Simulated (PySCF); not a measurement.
H₆N₂Si, SMILES N[SiH2]N (PBE/def2-SVP optimised geometry):

```
9

N      1.337    -0.705     0.000
Si    -0.402    -0.705     0.000
N     -0.926     0.954     0.000
H      1.851    -0.280     0.776
H      1.834    -1.517    -0.371
H     -0.739    -1.572    -1.194
H     -1.128    -1.287     1.194
H     -1.851     1.183     0.369
H     -0.672     1.572    -0.774
```

Level of theory: PBE/def2-TZVP (PySCF 2.14.0).

Task: What are the frontier orbital energies and the dipole moment?

Result: HOMO-2 -7.86 eV, HOMO-1 -5.98 eV, HOMO -5.86 eV, LUMO 0.10 eV, LUMO+1 0.11 eV; dipole moment 0.55 D.

Meta-Löwdin charges at PBE/def2-TZVP: N1 -0.72, Si2 0.77, N3 -0.72, H4 0.23, H5 0.24, H6 -0.14, H7 -0.14, H8 0.24, H9 0.23.
